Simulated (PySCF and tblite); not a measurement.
The numbers below are computed, except where a source is named.
C5H10Se, numbered as in [CH3:1][C@@H:2]1[CH2:3][CH2:4][CH2:5][Se:6]1.

The ensemble was built from 60 distance-geometry starts (ETKDG and KDG, UFF, GFN2-xTB) and rests on GFN2-xTB geometries. Energies: PBE0-D3(BJ)/pcSseg-1, with GFN2-xTB thermal terms (modes under about 100 cm⁻¹ blended into free rotors). Symmetry numbers and mirror images are counted. Conformers within 2.5 kcal/mol (GFN2-xTB free energy) were kept, 6 at most. GIAO shieldings: PBE0/pcSseg-1. Shifts are against TMS (¹H), TMS (¹³C), Me2Se (⁷⁷Se) at the same level; of two unlike H on one atom, a is the less shielded. Run with PySCF (density fitting) and tblite.

(1) Predict the averaged NMR shifts at 298.15 K.

(2) How do the conformers differ?

(3) Which signal moves most, for its nucleus, between 250 and 350 K through the change of populations alone?

Spin–orbit effects of the heavy atoms on shieldings are missing. Shifts are unscaled: against experiment ¹³C can be off by 15 ppm or more and ¹H by 0.8 ppm.

Answers

(1) ¹H: 3.74 (H2, 1H), 3.08 (H5a, 1H), 2.89 (H5b, 1H), 2.06 (H4a, 1H), 1.97 (H3a, 1H), 1.92 (H4b, 1H), 1.49 (H3b, 1H), 1.44 (H1, 3H) ppm. ¹³C: 51.7 (C2), 44.0 (C3), 37.0 (C5), 35.5 (C4), 25.9 (C1) ppm. ⁷⁷Se: 306.4 (Se6) ppm.

(2) The 5-ring runs over atoms 2–3–4–5–6.
```csv
conformer,shape,weight %
1,"5-ring between envelope and twist (ring torsions 55, -42, 16, 12, -39°)",57.6
2,"5-ring twist (ring torsions -54, 41, -16, -12, 39°)",42.4
```

| signal | 1 | 2 | average |
| --- | --- | --- | --- |
| H1 | 1.51 | 1.34 | 1.44 |
| H2 | 3.81 | 3.65 | 3.74 |
| H3a | 2.10 | 1.78 | 1.97 |
| H3b | 1.27 | 1.78 | 1.49 |
| H4a | 2.16 | 1.92 | 2.06 |
| H4b | 1.82 | 2.06 | 1.92 |
| H5a | 3.20 | 2.91 | 3.08 |
| H5b | 2.84 | 2.96 | 2.89 |
| C1 | 24.3 | 28.1 | 25.9 |
| C2 | 52.8 | 50.2 | 51.7 |
| C3 | 45.0 | 42.6 | 44.0 |
| C4 | 37.3 | 33.0 | 35.5 |
| C5 | 37.2 | 36.7 | 37.0 |
| Se6 | 294.9 | 322.1 | 306.4 |

(3) Se6: 306.1 ppm at 250 K, 306.4 ppm at 298.15 K, 306.7 ppm at 350 K.
